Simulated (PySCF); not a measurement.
F$_{6}$Mo (SMILES [F][Mo]([F])([F])([F])([F])[F]), singlet, at a GFN2-xTB geometry (such geometries of metal compounds can be far from the true shape) (core potentials on Mo).

Input for PySCF:
```python
from pyscf import gto, scf, dft

mol = gto.M(
    atom='''
Mo    0.000000   -0.000000   -0.000000
F     1.038304   -0.438275   -1.321262
F    -1.038304    0.438275    1.321262
F    -1.103890    0.744977   -1.114599
F    -0.848084   -1.506260   -0.166820
F     0.848084    1.506260    0.166820
F     1.103890   -0.744977    1.114599
''',
    basis='def2-svp',
    ecp={'Mo': 'def2-svp'},
    charge=0,
    spin=0,
    verbose=4,
)

mf = dft.RKS(mol)
mf.xc = 'pbe0'
mf.grids.atom_grid = (99, 590)
mf.grids.prune = None
mf.kernel()
```

Problem. Give the number of basis functions at the level PBE0/def2-SVP (PySCF).

Solution. 115

Problem. What is the computed nuclear repulsion energy (PBE0/def2-SVP)?

Solution. 476.8196 Eh

Problem. What is the computed HOMO-LUMO gap (PBE0/def2-SVP)?

Solution. 8.11 eV

Problem. Predict the total energy from PBE0/def2-SVP.

Solution. -666.370790 Ha
